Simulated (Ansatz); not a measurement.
## One elementary step

Start structure (SiH4SOF2, closed shell), relaxed at PBE0-D4/def2-TZVP:

Si1  (-0.004, 0.838, 0.454)
S2  (0.329, -0.927, 1.546)
F3  (-1.414, 0.868, -0.280)
F4  (1.085, 1.093, -0.677)
H5  (0.035, 2.003, 1.356)
H6  (0.559, -1.056, -1.980)
O7  (-0.092, -1.406, -1.365)
H8  (0.449, -0.226, 2.689)
H9  (-0.947, -1.187, -1.744)
(Å)

The step: SiH₂SF₂ ([F][SiH]([F])[SH]) + H₂O → SiH₂OF₂ ([OH][SiH]([F])[F]) + H₂S; bonds formed: Si1–O7, S2–H6; bonds broken: Si1–S2, H6–O7. Computed with Ansatz 0.2.0 (basis: def2-TZVPP and def2-QZVPP); correlated methods freeze the cores. Extrapolation: Hartree–Fock as exp(−7.88 √X), correlation as X^−2.97. Energies below are by CCSD(T) at an estimated basis limit (MP2 extrapolated from triple and quadruple zeta, plus CCSD(T) − MP2 in triple zeta).

(1) What are the electronic barrier and the energy of the step, from the start structure to the end structure? (An estimate is asked for; the value comes from the calculation.)

T1 diagnostic: at most 0.012.

## Answers

(1) By the calculation: Barrier 0.971 eV; step energy -0.518 eV (downhill); reverse barrier, their difference, 1.489 eV. Barrier and step energy count from the start structure, the reverse barrier from the end structure.

The saddle point: One imaginary mode of 640i cm⁻¹.
```tsv
pair	start (Å)	saddle (Å)	end (Å)
Si1–O7	2.89	1.78	1.62
S2–H6	3.54	1.76	1.34
Si1–S2	2.10	2.46	3.82
H6–O7	0.96	1.11	2.48
```

Zero-point energy (harmonic, PBE0-D4): ZPE is 1.328 eV at the start and 1.251 eV at the saddle, so the barrier goes from 0.971 to 0.894 eV.

Labels in which every atom is bracketed show which atoms are joined, not bond orders.

For scale, one of the runs: CCSD(T)/def2-TZVPP, 233 basis functions, launched by `ansatz run in.yaml --threads 4 --pin off --events-out ev --progress --plain --max-ram 9574MiB`. Hardware: 4 CPU threads of an Arm Neoverse V1, shared host. Wall time 2.3 min; peak host memory 4.2 GiB.
